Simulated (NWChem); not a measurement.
Molecule: C2H3ClF2Si; SMILES F[SiH2]/C(F)=C\Cl

```xyz
9

F      0.4763     2.6074     0.0000
Si     0.8611     1.0308     0.0000
C     -0.7869     0.0985     0.0000
F     -1.9041     0.8319     0.0000
C     -0.8907    -1.2339     0.0000
Cl     0.5374    -2.2008     0.0000
H      1.6364     0.7310     1.2312
H      1.6364     0.7310    -1.2312
H     -1.8394    -1.7761     0.0000
```
Atoms are numbered in this order, from 1.

Level: PBE0/def2-SVP (NWChem), optimised geometry, unscaled harmonic frequencies. 

Problem. List the harmonic frequencies with IR intensities, and the thermochemistry.

Solution. 
```tsv
frequency (cm⁻¹)	IR intensity (km/mol)
54	1.5
104	2.8
182	1.2
251	2.0
343	0.2
372	22.1
447	2.9
593	5.6
666	82.2
727	14.9
838	36.6
867	42.3
899	154.0
932	181.2
961	131.6
1188	97.1
1283	67.3
1701	3.1
2277	48.2
2285	108.2
3239	7.1
```

- zero-point energy: 28.9 kcal/mol
- thermal correction to the enthalpy at 298.15 K (with zero-point energy): 33.9 kcal/mol
- heat capacity Cv: 23.6 cal/(mol K)
- entropy at 298.15 K and 1 atm (symmetry number 1): 85.9 cal/(mol K)
- dipole moment: 1.69 D

Rigid rotor and harmonic oscillator; modes under 100 cm⁻¹ make the entropy uncertain.
